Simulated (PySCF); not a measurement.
C2H3O (SMILES [CH]1CO1), doublet, at a GFN2-xTB geometry. Base run: CCSD/def2-SV(P) run with PySCF.

Input for PySCF:
```python
from pyscf import gto, scf, cc

mol = gto.Mole()
mol.atom = '''
    C     0.01087352    0.76232142   -0.35451736
    O     0.03604346    0.06301074    0.80368470
    C     0.04678985   -0.68289431   -0.41305190
    H    -0.76746590    1.46394712   -0.59035908
    H    -0.84981573   -1.26718433   -0.59441867
    H     0.98295372   -1.17741137   -0.63928419
'''
mol.basis = 'def2-sv(p)'
mol.spin = 1
mol.verbose = 4
mol.build()

mf = scf.UHF(mol)
mf.kernel()

mycc = cc.CCSD(mf)
mycc.kernel()
print('E(CCSD) = %.10f' % mycc.e_tot)
mf.analyze()
```

### Question
The base was run again with changes. Order these runs by total energy, lowest first: frozen = 4 | frozen = 3 | method = cisd | method = ccsd(t) | method = mp2.

### Answer
method = ccsd(t) (ΔE vs base (kcal/mol) -8.19), frozen = 3 (ΔE vs base (kcal/mol) 4.14), method = mp2 (ΔE vs base (kcal/mol) 15.40), method = cisd (ΔE vs base (kcal/mol) 27.37), frozen = 4 (ΔE vs base (kcal/mol) 44.87)

Open shells are given as the SCF converged; they aren't shown to be the lowest states, and a large step between rows can be another state.
